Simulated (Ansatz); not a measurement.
Relaxation of ClF3H5NSi2 (12 atoms, charge 0, multiplicity 1), to a largest force component of 0.03 eV/Å in at most 50 steps.

These are results of RKS B3LYP-D4/def2-SVP in Ansatz, not measurements.

```xyz
12
Properties=species:S:1:pos:R:3
Si -0.539 0.218 -0.140
Cl 0.522 -1.744 2.346
F 0.707 0.886 0.600
F -0.866 1.181 -1.384
F -0.199 -1.215 -0.755
N -1.925 0.088 0.954
H -2.520 -0.717 0.755
Si -2.639 1.421 1.864
H -3.093 0.908 3.187
H -1.565 2.434 2.028
H -3.805 2.020 1.154
H -0.634 -1.079 2.388
```

Question: Where does it end, and by what steps?

Answer: The run converged. After 11 steps the energy has fallen by 0.166 eV; Cl2 moved furthest, 1.09 Å.

```tsv
step	energy less start (eV)	largest force component (eV/Å)	accepted
0	0.0000	1.306	yes
1	-0.0718	0.940	yes
2	-0.0858	1.103	yes
3	-0.1213	0.636	yes
4	-0.1513	0.103	yes
5	-0.1534	0.162	yes
6	-0.1575	0.087	yes
7	-0.1582	0.354	yes
8	-0.1575	0.191	no
9	-0.1646	0.101	yes
10	-0.1661	0.041	yes
11	-0.1665	0.028	yes
```

```xyz
12
Properties=species:S:1:pos:R:3
Si -0.577 0.282 -0.321
Cl -0.019 -1.371 3.211
F 0.710 0.901 0.396
F -0.962 1.295 -1.504
F -0.211 -1.121 -0.999
N -1.828 0.046 0.816
H -2.456 -0.725 0.584
Si -2.490 1.268 1.927
H -2.838 0.602 3.209
H -1.416 2.277 2.102
H -3.709 1.901 1.352
H -0.763 -0.956 2.225
```

Whether the end is a true minimum wasn't checked by a vibrational analysis.

Time of the run: 35 s on 4 threads of Arm Neoverse V2, on a shared host, peak memory 0.37 GiB.
